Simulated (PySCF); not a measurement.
**Static response to an electric field**

Species: C7H5Cl.
Atom-mapped SMILES: `[CH:1]#[C:2]/[CH:3]=[C:4](\[Cl:5])[C:6]#[C:7][CH3:8]` (hydrogens: H9 on C1; H10 on C3; H11, H12, H13 on C8)

Structure used (GFN2-xTB), in Å, numbered top down from 1:
```xyz
13
C7H5Cl angstrom
C      4.145    0.411   -0.405
C      2.993    0.125   -0.213
C      1.650   -0.208    0.013
C      0.613    0.430   -0.555
Cl     0.870    1.761   -1.651
C     -0.732    0.097   -0.328
C     -1.902   -0.143   -0.173
C     -3.292   -0.463    0.038
H      5.150    0.659   -0.569
H      1.453   -1.029    0.689
H     -3.489   -0.591    1.102
H     -3.543   -1.388   -0.481
H     -3.920    0.340   -0.346
```

Level: CAM-B3LYP/def2-SVPD (PySCF), static field, nuclei fixed, core orbitals frozen in the response. The polarisability tensor in these axes (au):

```
x   179.19   8.29  -2.15
y     8.29  74.50 -12.19
z    -2.15 -12.19  69.47
```

Question: What are the eigenvalues, a third of the trace, and Δα (Δα² = ½Σ(αi − αj)² over the three pairs)?

Answer: Principal values 59.43, 83.80 and 179.93 au; mean 107.72 au = 15.96 Å³ = 17.76 × 10⁻⁴⁰ C²·m²/J; Δα = 110.35 au (102 % of the mean).

Question: What is the dipole moment, and where does it point?

Answer: (-1.63, -1.22, 0.95) D, 2.25 D in size, pointing from the negative to the positive side. Measured along this direction, the outermost atoms are H9 at the negative end and H11 at the positive end.

Question: Molar refractivity from α?

Answer: Lorentz–Lorenz: R = (4π/3)N_A α = 2.5225 cm³/(mol·Å³) × 15.96 Å³ = 40.3 cm³/mol, in the limit of long wavelengths.

Question: Give the eigenvalues of the traceless quadrupole moment Θ = ½Σq(3rr − r²1), origin at the centre of nuclear charge.

Answer: -10.04, -6.78, 16.82 D·Å. The values depend on the origin, since the dipole doesn't vanish. The electronic extent ⟨r²⟩ about the same centre is 1571 bohr², a root-mean-square distance of 2.62 Å for the 64 electrons.

Question: Refractivity n − 1 of an ideal gas of it at 298.15 K and 1 atm, from the electronic α?

Answer: N = p/kT = 2.4615 × 10¹⁹ cm⁻³, so n − 1 = 2π × N × 15.96 × 10⁻²⁴ cm³ = 2469 × 10⁻⁶ at long wavelengths.

Question: Sum over states: ᾱ = Σ f/ω², ω in Eh. What share falls to these 8 lowest TDDFT singlets (eV, f)? 4.72, 0.5820; 4.98, 0.0000; 5.25, 0.0000; 5.48, 0.0001; 5.99, 0.0007; 6.04, 0.0182; 6.47, 0.0058; 6.51, 0.0000.

Answer: They add up to 19.82 au, 18.4 % of the 107.72 au; the largest single term is 19.33 au, from the state at 4.72 eV. Terms in order: 19.33, 0.00, 0.00, 0.00, 0.01, 0.37, 0.10, 0.00 au. Higher excitations give the rest. The strengths listed sum to 0.607.

Question: Find the Langevin capture rate constant for NH4+ (18.034 u) meeting this molecule (124.008 u), k = 2.342 × 10⁻⁹ cm³/s × √(α in Å³ / reduced mass in u).

Answer: The reduced mass is 15.74 u, so k = 2.36 × 10⁻⁹ cm³/s. The formula leaves out the permanent dipole, which adds to the capture rate.

Isolated species at its GFN2-xTB geometry, gas phase.
